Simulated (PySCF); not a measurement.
# Electron correlation in Mo²⁺ (molybdenum, charge +2)

[Kr] 4d3 5s1, high-spin 5F determinant (an excited configuration). All numbers are calculated (PySCF 2.14, the spin-free X2C one-electron Hamiltonian (Gaussian nucleus), in aug-cc-pVTZ-DK (9s8p6d3f2g, 102 functions)). Frozen: [Kr]; 4 electrons correlated.

```json
{"level": "CCSD", "correlation energy (mhartree)": "-33.95"}
{"level": "(T)", "correlation energy (mhartree)": "-0.37"}
{"level": "CCSD(T)", "correlation energy (mhartree)": "-34.32"}
```

Diagnostics: T1 = 0.0038, D1 = 0.0102, largest double amplitude 0.016.

Cost of the coupled-cluster step: about 10 core-seconds, for 4 correlated electrons.

Iterations:

```
CC2 = 0
CCSD nocc = (np.int64(4), np.int64(0)), nmo = (84, 84)
frozen orbitals [[0, 1, 2, 3, 4, 5, 6, 7, 8, 9, 10, 11, 12, 13, 14, 15, 16, 17], [0, 1, 2, 3, 4, 5, 6, 7, 8, 9, 10, 11, 12, 13, 14, 15, 16, 17]]
max_cycle = 100
direct = 0
conv_tol = 1e-08
conv_tol_normt = 1e-06
diis_space = 8
diis_start_cycle = 0
Init t2, MP2 energy = -0.0285137522726491
Init E_corr(UCCSD) = -0.0285137522730942
cycle = 1  E_corr(UCCSD) = -0.0329017163765486  dE = -0.0043879641  norm(t1,t2) = 0.0190977
cycle = 2  E_corr(UCCSD) = -0.0336985003472869  dE = -0.000796783971  norm(t1,t2) = 0.00547785
cycle = 3  E_corr(UCCSD) = -0.0339688324955627  dE = -0.000270332148  norm(t1,t2) = 0.00205871
cycle = 4  E_corr(UCCSD) = -0.0339505348311501  dE = 1.82976644e-05  norm(t1,t2) = 0.000428734
cycle = 5  E_corr(UCCSD) = -0.0339538620887091  dE = -3.32725756e-06  norm(t1,t2) = 0.000121841
cycle = 6  E_corr(UCCSD) = -0.0339537143576532  dE = 1.47731056e-07  norm(t1,t2) = 1.57957e-05
cycle = 7  E_corr(UCCSD) = -0.0339537372631754  dE = -2.29055222e-08  norm(t1,t2) = 3.36697e-06
cycle = 8  E_corr(UCCSD) = -0.033953716420577  dE = 2.08425983e-08  norm(t1,t2) = 5.68732e-07
cycle = 9  E_corr(UCCSD) = -0.03395372196447  dE = -5.54389298e-09  norm(t1,t2) = 1.06842e-07
UCCSD converged
E(UCCSD) = -4045.188092610679  E_corr = -0.03395372196447001
UCCSD(T) correction = -0.000372385690198971
```
